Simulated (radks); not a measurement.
Values are calculated unless marked as measured or tabulated.
Task: All-electron atom: Ti13+ in [He] 2s2 2p4 6d1 (not the ground configuration). Code: a radial shooting solver on a logarithmic mesh with Libxc functionals. Model: Dirac Kohn-Sham, PBE, spin-unpolarised, spherical densities, point nucleus; open shells fill j = l - 1/2 first. Some entries of the table are withheld. Estimate them.

orbital  occ.  eigenvalue (hartree)  <1/r> (bohr^-1)
1s1/2       2             -198.3456            21.84
2s1/2       2             -36.02647            4.803
2p1/2       2                   (1)              (2)
2p3/2       2                   (3)              (4)
6d3/2       1                   (5)           0.4070
6d5/2       0                   (6)           0.4067

Result: 
(1) 2p1/2 eigenvalue (hartree): -33.27278
(2) 2p1/2 <1/r> (bohr^-1): 4.741
(3) 2p3/2 eigenvalue (hartree): -33.02929
(4) 2p3/2 <1/r> (bohr^-1): 4.683
(5) 6d3/2 eigenvalue (hartree): -2.73372
(6) 6d5/2 eigenvalue (hartree): -2.73238
